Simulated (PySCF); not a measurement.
Spin-rotation constants: `CP(C)(=S)C1CC1`, C$_{5}$H$_{11}$PS

Geometry:
```json
{"atom": "C1", "x (Å)": "-0.965", "y (Å)": "-1.016", "z (Å)": "1.201"}
{"atom": "P2", "x (Å)": "-0.824", "y (Å)": "-0.400", "z (Å)": "-0.524"}
{"atom": "C3", "x (Å)": "-1.827", "y (Å)": "1.141", "z (Å)": "-0.506"}
{"atom": "S4", "x (Å)": "-1.364", "y (Å)": "-1.690", "z (Å)": "-1.867"}
{"atom": "C5", "x (Å)": "0.882", "y (Å)": "0.217", "z (Å)": "-0.745"}
{"atom": "C6", "x (Å)": "2.045", "y (Å)": "-0.595", "z (Å)": "-0.255"}
{"atom": "C7", "x (Å)": "1.734", "y (Å)": "0.718", "z (Å)": "0.383"}
{"atom": "H8", "x (Å)": "-0.739", "y (Å)": "-0.248", "z (Å)": "1.937"}
{"atom": "H9", "x (Å)": "-1.994", "y (Å)": "-1.353", "z (Å)": "1.326"}
{"atom": "H10", "x (Å)": "-0.307", "y (Å)": "-1.873", "z (Å)": "1.333"}
{"atom": "H11", "x (Å)": "-2.868", "y (Å)": "0.866", "z (Å)": "-0.338"}
{"atom": "H12", "x (Å)": "-1.489", "y (Å)": "1.827", "z (Å)": "0.267"}
{"atom": "H13", "x (Å)": "-1.747", "y (Å)": "1.614", "z (Å)": "-1.484"}
{"atom": "H14", "x (Å)": "0.988", "y (Å)": "0.694", "z (Å)": "-1.716"}
{"atom": "H15", "x (Å)": "1.840", "y (Å)": "-1.498", "z (Å)": "0.302"}
{"atom": "H16", "x (Å)": "2.914", "y (Å)": "-0.674", "z (Å)": "-0.891"}
{"atom": "H17", "x (Å)": "1.329", "y (Å)": "0.719", "z (Å)": "1.383"}
{"atom": "H18", "x (Å)": "2.384", "y (Å)": "1.557", "z (Å)": "0.181"}
```

Computed, not measured: PySCF, GIAO B3LYP/pcSseg-1 magnetisability, rotational g tensor and spin-rotation constants, non-relativistic, gas phase. Geometry: GFN2-xTB.

Q: Give the nuclear spin-rotation constants along the inertial axes (H = +C I·J) beside the isotropic shieldings.

A: Rotational constants 2.4549, 1.3535, 1.1833 GHz. A star marks the isotopologue with that one atom substituted, in its own axes.
| atom | isotope | Caa (kHz) | Cbb (kHz) | Ccc (kHz) | mean (kHz) | σ (ppm) |
| --- | --- | --- | --- | --- | --- | --- |
| P2 | 31P | 3.800 | 2.248 | 2.226 | 2.758 | 272.3 |
| H8 | 1H | -0.136 | -0.065 | -0.132 | -0.111 | 30.8 |
| H9 | 1H | -0.045 | -0.146 | -0.097 | -0.096 | 30.5 |
| H10 | 1H | -0.285 | -0.055 | -0.066 | -0.136 | 30.7 |
| H11 | 1H | -0.039 | -0.112 | -0.123 | -0.091 | 30.3 |
| H12 | 1H | -0.091 | -0.071 | -0.134 | -0.099 | 30.3 |
| H13 | 1H | -0.302 | -0.143 | 0.034 | -0.137 | 30.1 |
| H14 | 1H | -0.260 | -0.154 | 0.007 | -0.136 | 30.8 |
| H15 | 1H | -0.263 | -0.141 | -0.008 | -0.137 | 31.3 |
| H16 | 1H | -0.227 | -0.032 | -0.113 | -0.124 | 30.9 |
| H17 | 1H | -0.259 | -0.073 | -0.076 | -0.136 | 31.5 |
| H18 | 1H | -0.112 | -0.147 | -0.071 | -0.110 | 31.1 |
| C1 | 13C* | 0.380 | 0.211 | 0.168 | 0.253 | 162.3 |
| S4 | 33S* | 0.414 | 0.226 | 0.182 | 0.274 | 701.5 |
| C5 | 13C* | 0.416 | 0.207 | 0.168 | 0.264 | 160.0 |
| C6 | 13C* | 0.286 | 0.223 | 0.122 | 0.210 | 177.0 |

For the geometry as given, no vibrational averaging.

Q: How do the rotational constants and the g tensor change when H8, H9, H10, H11, H12, H13, H14, H15, H16, H17, H18 are replaced by deuterium?

A: Constants 1.9831, 1.1736, 1.0399 GHz; g -0.0022, -0.0029, -0.0027, against -0.0017, -0.0034, -0.0027 before.
